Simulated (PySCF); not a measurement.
**Electronic structure of Ag⁺ (silver, charge +1) at the UHF level**

Configuration: [Kr] 4d10, closed-shell 1S. Computed with PySCF 2.14 in cc-pVTZ-PP with ECP28MDF (5s5p4d2f1g, 63 functions), with scalar relativity through the core potential.

* Total energy: -145.821659 hartree
* One-electron energy: -255.6244 hartree
* Hartree (Coulomb) energy: 123.0236 hartree
* Exchange energy: -13.2209 hartree
* ⟨S²⟩: 0.0000
* ⟨L²⟩: 0.000
* Sum of ⟨r⟩: 21.82 bohr
* Sum of ⟨r²⟩: 31.71 bohr²
* Time after the integrals: 0.28 s of wall time on 1 thread of Intel(R) Xeon(R) Platinum 8559C (shared host)

```json
{"shell": "4s", "electrons": "2", "mean orbital energy (eV)": "-126.62", "rms radius, mean of both spins (bohr)": "0.985"}
{"shell": "4p", "electrons": "6", "mean orbital energy (eV)": "-84.524", "rms radius, mean of both spins (bohr)": "1.08"}
{"shell": "4d", "electrons": "10", "mean orbital energy (eV)": "-21.974", "rms radius, mean of both spins (bohr)": "1.51"}
```

Energies and moments cover only the electrons outside the core potential.
